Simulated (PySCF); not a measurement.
C$_{5}$H$_{7}$, doublet, at a GFN2-xTB geometry; BLYP/def2-SVP (PySCF).

Here is a job for PySCF.
```python
from pyscf import gto, scf, dft

mol = gto.Mole()
mol.atom = '''
    C    -0.00592064    0.06255727    0.04919876
    C     0.05276925    0.74146840    1.29776337
    C    -0.04143606   -0.73565075    1.32173897
    C     0.71684363    0.01914460   -1.25871358
    C    -0.78709602    0.06699964   -1.21998696
    H     0.71989492    1.44391333    1.74538562
    H    -0.98300469   -1.19090749    1.60534724
    H     0.81949464   -1.32985821    1.61492175
    H     1.19255360   -0.91053662   -1.53692256
    H     1.25302117    0.90112219   -1.57731201
    H    -1.33584518   -0.82610055   -1.48128458
    H    -1.27707539    0.98525249   -1.51013864
'''
mol.basis = 'def2-svp'
mol.spin = 1
mol.verbose = 4
mol.build()

mf = dft.UKS(mol)
mf.xc = 'blyp'
mf.kernel()
```

Output, abridged:

```
PySCF version 2.14.0

[INPUT] verbose = 4
[INPUT] num. atoms = 12
[INPUT] num. electrons = 37
[INPUT] charge = 0
[INPUT] spin (= nelec alpha-beta = 2S) = 1
[INPUT] symmetry False subgroup None
[INPUT] Mole.unit = angstrom
[INPUT] Symbol           X                Y                Z      unit          X                Y                Z       unit  Magmom
[INPUT]  1 C     -0.005920640000   0.062557270000   0.049198760000 AA   -0.011188388082   0.118216107400   0.092972182068 Bohr   0.0
[INPUT]  2 C      0.052769250000   0.741468400000   1.297763370000 AA    0.099719430299   1.401172206019   2.452417343793 Bohr   0.0
[INPUT]  3 C     -0.041436060000  -0.735650750000   1.321738970000 AA   -0.078302805081  -1.390178440831   2.497724661465 Bohr   0.0
[INPUT]  4 C      0.716843630000   0.019144600000  -1.258713580000 AA    1.354638134839   0.036178050764  -2.378623935471 Bohr   0.0
[INPUT]  5 C     -0.787096020000   0.066999640000  -1.219986960000 AA   -1.487395911535   0.126610970044  -2.305441229941 Bohr   0.0
[INPUT]  6 H      0.719894920000   1.443913330000   1.745385620000 AA    1.360404237266   2.728600741309   3.298300803554 Bohr   0.0
[INPUT]  7 H     -0.983004690000  -1.190907490000   1.605347240000 AA   -1.857609643263  -2.250488995793   3.033666618426 Bohr   0.0
[INPUT]  8 H      0.819494640000  -1.329858210000   1.614921750000 AA    1.548620430149  -2.513067801404   3.051759820103 Bohr   0.0
[INPUT]  9 H      1.192553600000  -0.910536620000  -1.536922560000 AA    2.253599692864  -1.720664838187  -2.904362713065 Bohr   0.0
[INPUT] 10 H      1.253021170000   0.901122190000  -1.577312010000 AA    2.367866839582   1.702874143868  -2.980687711887 Bohr   0.0
[INPUT] 11 H     -1.335845180000  -0.826100550000  -1.481284580000 AA   -2.524381535020  -1.561103790853  -2.799222168741 Bohr   0.0
[INPUT] 12 H     -1.277075390000   0.985252490000  -1.510138640000 AA   -2.413322727522   1.861857369646  -2.853748439723 Bohr   0.0

nuclear repulsion = 162.180070393647
number of shells = 51
number of NR pGTOs = 169
number of NR cGTOs = 105
basis = def2-svp
ecp = {}

******** <class 'pyscf.dft.uks.UKS'> ********
method = UKS
initial guess = minao
damping factor = 0
level_shift factor = 0
DIIS = <class 'pyscf.scf.diis.CDIIS'>
diis_start_cycle = 1
diis_space = 8
diis_damp = 0
SCF conv_tol = 1e-09
SCF conv_tol_grad = None
SCF max_cycles = 50
direct_scf = True
direct_scf_tol = 1e-13
number electrons alpha = 19  beta = 18
XC library pyscf.dft.libxc version 7.1.2
    S. Lehtola, C. Steigemann, M. J. T. Oliveira, and M. A. L. Marques,  SoftwareX 7, 1–5 (2018)
XC functionals = blyp
    A. D. Becke,  Phys. Rev. A 38, 3098 (1988)
    C. Lee, W. Yang, and R. G. Parr,  Phys. Rev. B 37, 785 (1988)
    B. Miehlich, A. Savin, H. Stoll, and H. Preuss,  Chem. Phys. Lett. 157, 200 (1989)
radial grids:
    Treutler-Ahlrichs [JCP 102, 346 (1995); DOI:10.1063/1.469408] (M4) radial grids

becke partition: Becke, JCP 88, 2547 (1988); DOI:10.1063/1.454033
pruning grids: <function nwchem_prune>
grids dens level: 3
symmetrized grids: False
atomic radii adjust function: <function treutler_atomic_radii_adjust>
small_rho_cutoff = 0
Set gradient conv threshold to 3.16228e-05
tot grids = 139248
init E= -194.892738359749

cycle= 1 E= -194.277516268408  delta_E= 0.615  |g|= 0.309  |ddm|= 2.64
cycle= 2 E= -194.217567963999  delta_E= 0.0599  |g|= 0.458  |ddm|= 0.996
cycle= 3 E= -194.336337971728  delta_E= -0.119  |g|= 0.0566  |ddm|= 0.64
cycle= 4 E= -194.337620768332  delta_E= -0.00128  |g|= 0.0262  |ddm|= 0.0978
cycle= 5 E= -194.337968837046  delta_E= -0.000348  |g|= 0.00549  |ddm|= 0.0302
cycle= 6 E= -194.337979321511  delta_E= -1.05e-05  |g|= 0.00367  |ddm|= 0.0106
cycle= 7 E= -194.337986541531  delta_E= -7.22e-06  |g|= 0.000485  |ddm|= 0.00435
cycle= 8 E= -194.337986713265  delta_E= -1.72e-07  |g|= 0.000149  |ddm|= 0.00105
cycle= 9 E= -194.337986722817  delta_E= -9.55e-09  |g|= 8.88e-05  |ddm|= 0.000374
cycle= 10 E= -194.33798672662  delta_E= -3.8e-09  |g|= 3.3e-05  |ddm|= 0.000145
cycle= 11 E= -194.337986727247  delta_E= -6.27e-10  |g|= 4.97e-06  |ddm|= 5.42e-05
Extra cycle  E= -194.337986727248  delta_E= -1.53e-12  |g|= 4.58e-06  |ddm|= 1.89e-05
converged SCF energy = -194.337986727248  <S^2> = 0.75259642  2S+1 = 2.0025947
```
